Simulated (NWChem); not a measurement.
Program: NWChem. System: MgO, charge 0, spin multiplicity 1, at a geometry optimised with PBE0/def2-SVP. The structure started from a generated list of species. Level: EOM-CCSD/aug-cc-pVDZ, 6 core orbitals frozen.

Input file:

```
start mol
memory heap 100 mb stack 700 mb global 1900 mb
geometry units angstroms nocenter noautoz
  Mg     0.000000     0.000000     0.699045
  O      0.000000     0.000000    -1.048568
  symmetry group C2v
end
basis spherical
  * library aug-cc-pvdz
end
scf
  rhf
  nopen 0
  maxiter 100
  thresh 1e-7
  semidirect memsize 60000000 filesize 0
end
tce
  freeze core 6
  ccsd
  nroots 1
  2eorb
  2emet 13
  thresh 1e-5
  maxiter 200
  tilesize 24
end
task tce energy
```

NWChem printed:

```
             Northwest Computational Chemistry Package (NWChem) 7.3.0
             --------------------------------------------------------

                                NWChem Input Module
                                -------------------

 Scaling coordinates for geometry "geometry" by  1.889725989
 (inverse scale =  0.529177249)

 Turning off AUTOSYM since
 SYMMETRY directive was detected!

                             Geometry "geometry" -> ""
                             -------------------------

 Output coordinates in angstroms (scale by  1.889725989 to convert to a.u.)

  No.       Tag          Charge          X              Y              Z
 ---- ---------------- ---------- -------------- -------------- --------------
    1 Mg                  12.0000     0.00000000     0.00000000     0.69904500
    2 O                    8.0000     0.00000000     0.00000000    -1.04856800

 Effective nuclear repulsion energy (a.u.)      29.0688017908

            Nuclear Dipole moment (a.u.)
            ----------------------------
        X                 Y               Z
 ---------------- ---------------- ----------------
     0.0000000000     0.0000000000    -0.0000075589

      Symmetry information
      --------------------

 Group name             C2v
 Group number             16
 Group order               4
 No. of unique centers     2

      Symmetry unique atoms

     1    2


 Summary of "ao basis" -> "" (spherical)
 ------------------------------------------------------------------------------
       Tag                 Description            Shells   Functions and Types
 ---------------- ------------------------------  ------  ---------------------
 *                        aug-cc-pvdz                 on all atoms

 Summary of "ao basis" -> "ao basis" (spherical)
 ------------------------------------------------------------------------------
       Tag                 Description            Shells   Functions and Types
 ---------------- ------------------------------  ------  ---------------------
 Mg                       aug-cc-pvdz               11       27   5s4p2d
[...]
   0.0000939481650   0.0233206143696    0.63459     0.2     0.2

 Iteration  12 using   14 trial vectors
   0.0000382412979   0.0233202805385    0.63458     0.2     0.2

 Iteration  13 using   15 trial vectors
   0.0000145589877   0.0233205577019    0.63458     0.2     0.2

 Iteration  14 using   16 trial vectors
   0.0000063146719   0.0233203653422    0.63458     0.2     0.2
 --------------------------------------------------------------
 Iterations converged
 ------------------

 Excited state root  1
 Excitation energy / hartree =        0.023320365342207
                   / eV      =        0.634579698523500
 largest EOMCCSD amplitudes: R1 and R2

 Singles contributions
    11a1  (alpha) ---     9b1  (alpha)        0.7984622359
    14a1  (alpha) ---     9b1  (alpha)        0.1961521112
    18a1  (alpha) ---     9b1  (alpha)        0.1435214384
    24a1  (alpha) ---     9b1  (alpha)       -0.1002542733

 Doubles contributions
    11a1  (alpha)    11a1  (beta ) ---    10a1  (alpha)     9b1  (beta )       -0.2776873196
    11a1  (alpha)    11a1  (beta ) ---     9b1  (alpha)    10a1  (beta )       -0.2776873196

 =========================================
 Excited-state calculation ( b2  symmetry)
 =========================================
 Dim. of EOMCC iter. space      500

 EOMCCSD SOLVER TYPE  1
  maxdiff =   0.30390368713166666

 No. of initial right vectors    3

 EOM-CCSD right-hand side iterations
 --------------------------------------------------------------
      Residuum       Omega / hartree  Omega / eV    Cpu    Wall
 --------------------------------------------------------------

 Iteration   1 using    3 trial vectors
   0.5138286204414   0.1479679736412    4.02642     0.7     0.7

 Iteration   2 using    4 trial vectors
   0.1528241900073   0.0389338250204    1.05944     0.2     0.2

 Iteration   3 using    5 trial vectors
   0.0590666757574   0.0288450418163    0.78491     0.2     0.2

 Iteration   4 using    6 trial vectors
   0.0468806894095   0.0243211993773    0.66181     0.2     0.2

 Iteration   5 using    7 trial vectors
   0.0154293894181   0.0240680187155    0.65492     0.2     0.2

 Iteration   6 using    8 trial vectors
   0.0056659541488   0.0234733123892    0.63874     0.2     0.2

 Iteration   7 using    9 trial vectors
   0.0025830441806   0.0233557686870    0.63554     0.2     0.2

 Iteration   8 using   10 trial vectors
   0.0011597945901   0.0233084724836    0.63426     0.2     0.2

 Iteration   9 using   11 trial vectors
   0.0006217263805   0.0233160636020    0.63446     0.2     0.2

 Iteration  10 using   12 trial vectors
   0.0002311639347   0.0233199473740    0.63457     0.2     0.2

 Iteration  11 using   13 trial vectors
   0.0000939481650   0.0233206143696    0.63459     0.2     0.2

 Iteration  12 using   14 trial vectors
   0.0000382412979   0.0233202805385    0.63458     0.2     0.2

 Iteration  13 using   15 trial vectors
   0.0000145589877   0.0233205577019    0.63458     0.2     0.2

 Iteration  14 using   16 trial vectors
   0.0000063146719   0.0233203653422    0.63458     0.2     0.2
 --------------------------------------------------------------
 Iterations converged
 ------------------

 Excited state root  1
 Excitation energy / hartree =        0.023320365342205
                   / eV      =        0.634579698523459
 largest EOMCCSD amplitudes: R1 and R2

 Singles contributions
    11a1  (alpha) ---     8b2  (alpha)        0.7984622359
    14a1  (alpha) ---     8b2  (alpha)        0.1961521112
    18a1  (alpha) ---     8b2  (alpha)        0.1435214384
    24a1  (alpha) ---     8b2  (alpha)       -0.1002542733

 Doubles contributions
    11a1  (alpha)    11a1  (beta ) ---    10a1  (alpha)     8b2  (beta )       -0.2776873196
    11a1  (alpha)    11a1  (beta ) ---     8b2  (alpha)    10a1  (beta )       -0.2776873196

 Task  times  cpu:       20.2s     wall:       20.2s

 Total times  cpu:       20.3s     wall:       20.3s
```
